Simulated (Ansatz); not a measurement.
Start from `N#C[Si](F)(F)F` and change one atom or group to get `FB(F)[Si](F)(F)F`.

Ansatz, PBE0-D4/def2-TZVP geometries, multiplicity 1. Each molecule was computed in one conformer, which needn't be the lowest.

| property | `N#C[Si](F)(F)F` |
| --- | --- |
| HOMO–LUMO gap (B3LYP/def2-TZVPP) / eV | 9.09 |
| size of the dipole moment (B3LYP/def2-TZVPP) / D | 1.65 |
| HOMO energy (PBE0/def2-TZVPP) / eV | -11.00 |
| LUMO energy (PBE/def2-TZVPP) / eV | -2.38 |
| HOMO energy (PBE/def2-TZVPP) / eV | -9.40 |
| size of the dipole moment (ωB97M-V/def2-TZVPP) / D | 1.68 |

(1) What does the change do to each property? (Estimate.)

## Answers

(1) Ansatz gave: 
| property | `FB(F)[Si](F)(F)F` | shift |
| --- | --- | --- |
| HOMO–LUMO gap (B3LYP/def2-TZVPP) / eV | 7.88 | -1.21 |
| size of the dipole moment (B3LYP/def2-TZVPP) / D | 0.75 | -0.90 |
| HOMO energy (PBE0/def2-TZVPP) / eV | -10.22 | 0.78 |
| LUMO energy (PBE/def2-TZVPP) / eV | -2.83 | -0.45 |
| HOMO energy (PBE/def2-TZVPP) / eV | -8.60 | 0.80 |
| size of the dipole moment (ωB97M-V/def2-TZVPP) / D | 0.73 | -0.95 |

With PBE0 the HOMO rises by 0.78 eV and the LUMO falls by 0.52 eV, so the gap narrows by about 1.30 eV. PBE moves the HOMO by 0.80 eV and ωB97M-V by 0.89 eV. Dipoles are sizes alone; their direction can turn.

B3LYP here is the variant with VWN-RPA as its local correlation; programs differ in this.
